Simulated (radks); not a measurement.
Initial-state core-level shifts of the cerium ion Ce3+ when its valence configuration changes from [Xe] 4f1. All-electron calculation, scalar-relativistic Kohn-Sham, LDA (Slater exchange, Perdew-Wang correlation), spin-unpolarised, spherical densities, point nucleus. Program: a radial shooting solver on a logarithmic mesh with Libxc functionals. Shifts are changes of the shell-averaged eigenvalues in eV (positive: less bound).

| valence | 1s | 3p | 4s | 4d |
|---|---|---|---|---|
| 6p1 | -11.997 | -14.166 | -13.083 | -12.310 |
| 6s1 | -11.016 | -13.170 | -12.095 | -11.328 |
| 5d1 | -7.867 | -9.931 | -8.960 | -8.214 |
